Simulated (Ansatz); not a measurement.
Reaction (ligand exchange at the In–O bond): `[CH3][In]([F])[O][SiH3]` + H₂Te → `[CH3][In]([F])[TeH]` + silanol

Isolated molecules relaxed with PBE0-D4/def2-TZVP in Ansatz; ΔE leaves out vibrations. CCSD(T)/CBS adds triple-zeta CCSD(T) − MP2 to the extrapolated MP2 energy (def2 sets, frozen cores). Functionals use def2-TZVPP. B3LYP here is the variant with VWN-RPA as its local correlation; programs differ in this. HSE06 is defined as in plane-wave codes. def2 core potentials past Kr. For In, Te outer-core shells are correlated without core-valence functions, which leaves a few kJ/mol of doubt a bond. One conformer a species, not always the lowest.

```csv
level,ΔE (kJ/mol),difference from CCSD(T)/CBS
LDA (SPW92),-91.4,-10.7
PBE-D4,-87.5,-6.8
BLYP-D4,-77.7,3.0
r2SCAN-D4,-83.6,-2.9
PBE0-D4,-90.3,-9.6
B3LYP-D4,-81.4,-0.7
r2SCANh-D4,-85.7,-5.0
HSE06-D4,-91.0,-10.3
BHLYP-D4,-83.7,-3.0
CAM-B3LYP-D4,-74.9,5.8
ωB97X-V,-75.6,5.1
ωB97M-V,-79.8,0.9
B2PLYP,-80.2,0.5
PBE-QIDH,-87.8,-7.1
PBE,-88.2,-7.5
revPBE,-86.9,-6.2
r2SCAN,-84.1,-3.4
PBE0,-91.0,-10.3
B3LYP,-82.5,-1.8
r2SCANh,-86.2,-5.5
r2SCAN0,-89.0,-8.3
HSE06,-91.6,-10.9
BHLYP,-82.9,-2.2
CAM-B3LYP,-75.5,5.2
RPA@PBE/def2-TZVPP,-67.9,12.8
HF/def2-SVP,-79.5,1.2
MP2/def2-SVP,-72.2,8.5
CCSD/def2-SVP,-71.1,9.6
CCSD(T)/def2-SVP,-70.5,10.2
HF/def2-TZVPP,-78.7,2.0
MP2/def2-TZVPP,-83.7,-3.0
SCS-MP2/def2-TZVPP,-76.1,4.6
CCSD/def2-TZVPP,-75.2,5.5
CCSD(T)/def2-TZVPP,-75.0,5.7
HF/def2-QZVPP,-76.4,4.3
MP2/def2-QZVPP,-86.2,-5.5
SCS-MP2/def2-QZVPP,-78.4,2.3
HF/CBS(def2),-76.1,4.6
MP2/CBS(def2),-89.5,-8.8
CCSD/CBS(def2),-80.9,-0.2
CCSD(T)/CBS,-80.7,0
```

Largest T1 diagnostic among the species: 0.015.

At CCSD(T), def2-SVP lies +10.2 kJ/mol from the extrapolated value and def2-TZVPP +5.7 kJ/mol. Leaving LDA and LC-ωPBE aside and taking each functional with its dispersion term where it has one, the values, not all of them listed here, spread over 21.6 kJ/mol, from HSE06-D4 to B97M-V. LDA lies −3.2 kJ/mol from PBE without D4.
